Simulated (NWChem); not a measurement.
System: CH5FOSi2; SMILES F[Si@@H]1OC[SiH2]1

```xyz
10

F      0.3769    -1.9899    -0.6438
Si     0.0638    -0.8404     0.4618
O     -1.4001    -0.0765     0.1703
C     -1.0931     1.2445    -0.3134
Si     0.8247     1.3008    -0.0388
H      0.0847    -1.5436     1.7709
H     -1.6541     1.9925     0.2709
H     -1.3957     1.3470    -1.3696
H      1.6695     1.5702    -1.2400
H      1.2501     2.1846     1.0887
```
Atoms are numbered in this order, from 1.

Results from NWChem. Pople sets run with spherical d functions. STO-3G and 3-21G are far too small for this property and stand as cheap habits. The geometry was optimised at PBE0/def2-SVP. Field at 589 nm.

```tsv
level	isotropic polarisability (bohr³)	anisotropy (bohr³)
B3LYP/STO-3G	32.9	16.2
B3LYP/6-31G*	58.8	20.0
B3LYP/def2-SVP	[?]	[?]
B3LYP/def2-SVPD	71.1	19.2
```

Q: What belongs in the gaps?

A: 
- B3LYP/def2-SVP, isotropic polarisability (bohr³): 61.1
- B3LYP/def2-SVP, anisotropy (bohr³): 18.2
